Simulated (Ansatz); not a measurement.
F$_{5}$Mo (SMILES [F][Mo]([F])([F])([F])[F]), doublet, at a GFN2-xTB geometry (such geometries of metal compounds can be far from the true shape) (the multiplicity is a formal guess) (all electrons, no relativity); B3LYP/3-21G (Ansatz, a first-principles code).

Ansatz was given this input:
Ansatz 0.2 input:
```yaml
crystal:
  periodic: [false, false, false]
  atoms:
    - {symbol: Mo, position_ang: [0.02633584, -0.02156110, 0.09042112]}
    - {symbol: F, position_ang: [0.49885408, -0.40841101, 1.71275931]}
    - {symbol: F, position_ang: [-1.40984929, 0.59651184, -0.90024484]}
    - {symbol: F, position_ang: [0.97478526, 1.40967311, 0.28674227]}
    - {symbol: F, position_ang: [0.66843933, 0.01047927, -1.64530278]}
    - {symbol: F, position_ang: [-0.85512995, -1.50763472, 0.12408079]}
basis:
  gaussian:
    orbitals: 3-21G.json
    final_grid: {core_spheres: 6, valence_spheres: 12, degree: 29}
hamiltonian:
  xc: b3lyp
magnetization: {spin_polarized: true, initial_magnetization: 1}
```
The basis file holds 3-21G in the JSON format of the Basis Set Exchange.

Output, abridged:

```
Functional definition: B3LYP
901 factors; integrals over basis functions are off by at most 1.9e-4 eV
mean field evaluation 1: about -121235.9371 eV, gradient 5.1e1 eV
mean field evaluation 2: about -121086.3515 eV, gradient 2.2e2 eV
mean field evaluation 4: about -121243.6418 eV, gradient 1.9e1 eV
mean field evaluation 8: about -121244.7372 eV, gradient 7.0e-1 eV
mean field evaluation 16: about -121244.7769 eV, gradient 1.5e-2 eV
mean field evaluation 32: about -121244.7769 eV, gradient 2.3e-5 eV
mean field -121244.77693108 eV, -4455.6633695555 hartree, gradient 1.1e-5 eV, S^2 0.751487; 3 other end points of the search recorded, 0 dependent functions left out
reference -121244.77720288 eV, -4455.6633795442 hartree; 44, 43 occupied and 40, 41 virtual orbitals, 901 factors
Total energy: -121244.77720288 eV, -4455.6633795442 hartree
```
